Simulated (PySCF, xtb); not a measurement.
B(Br)(Me)(vinyl) (C3H6BBr), SMILES C=CB(C)Br.

xtb with GFN2-xTB at its own geometry gives an orbital gap of 3.01 eV and a dipole moment of 4.38 D.

Geometry optimised at PBE0-D3(BJ)/def2-SVP. The values are those of a single conformer.

### Question
What does PBE/def2-TZVP (PySCF) give? (Estimate from the structure and the level; the computed values follow.)

### Answer
gap 3.76 eV (levels -6.64 and -2.88 eV), dipole 1.97 D.
